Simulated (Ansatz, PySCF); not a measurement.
Reaction R1 → P1 + P2, each structure at its B3LYP-D3(BJ)/def2-TZVP stationary point, reached from a drawn start (curvature not checked).
P1: H2 (SMILES [H][H]), charge 0, multiplicity 1.
P2: O atom, charge 0, multiplicity 3.
R1: H2O (SMILES O), charge 0, multiplicity 1.

| level | reaction energy (eV) | minus CCSD(T)/cc-pVQZ |
|---|---|---|
| HF/cc-pVDZ | 2.872 | -2.362 |
| HF/cc-pVTZ | 3.050 | -2.185 |
| HF/cc-pVQZ | 3.094 | -2.141 |
| SVWN5/def2-TZVPP | 6.594 | 1.359 |
| PBE/def2-TZVPP | 5.561 | 0.327 |
| BLYP/def2-TZVPP | 5.283 | 0.049 |
| revPBE/def2-TZVPP | 5.236 | 0.002 |
| r2SCAN/def2-TZVPP | 5.259 | 0.025 |
| B97M-V/def2-TZVPP | 5.213 | -0.021 |
| B3LYP/def2-TZVPP | 5.181 | -0.054 |
| PBE0/def2-TZVPP | 5.270 | 0.036 |
| BHLYP/def2-TZVPP | 4.784 | -0.450 |
| M06-2X/def2-TZVPP | 5.283 | 0.049 |
| CAM-B3LYP/def2-TZVPP | 5.271 | 0.037 |
| wB97X-V/def2-TZVPP | 5.262 | 0.028 |
| wB97M-V/def2-TZVPP | 5.303 | 0.069 |
| B2PLYP/def2-TZVPP | 5.209 | -0.025 |
| MP2/cc-pVDZ | 4.874 | -0.360 |
| MP2/cc-pVTZ | 5.416 | 0.182 |
| MP2/cc-pVQZ | 5.609 | 0.374 |
| SCS-MP2/cc-pVDZ | 4.692 | -0.542 |
| SCS-MP2/cc-pVTZ | 5.227 | -0.007 |
| SCS-MP2/cc-pVQZ | 5.430 | 0.196 |
| CCSD/cc-pVDZ | 4.498 | -0.736 |
| CCSD/cc-pVTZ | 4.927 | -0.308 |
| CCSD/cc-pVQZ | 5.089 | -0.146 |
| CCSD(T)/cc-pVDZ | 4.560 | -0.674 |
| CCSD(T)/cc-pVTZ | 5.056 | -0.178 |
| CCSD(T)/cc-pVQZ | 5.234 | 0.000 |

 The comparison column counts from a level with limits of its own.

P less R. No zero-point or thermal terms; singlets are restricted closed shells; open shells are unrestricted; no spin–orbit coupling.

Cores are frozen in the correlated methods.

Codes used: Ansatz (a program for electronic structure); PySCF for M06-2X. No computed number here is a measurement.
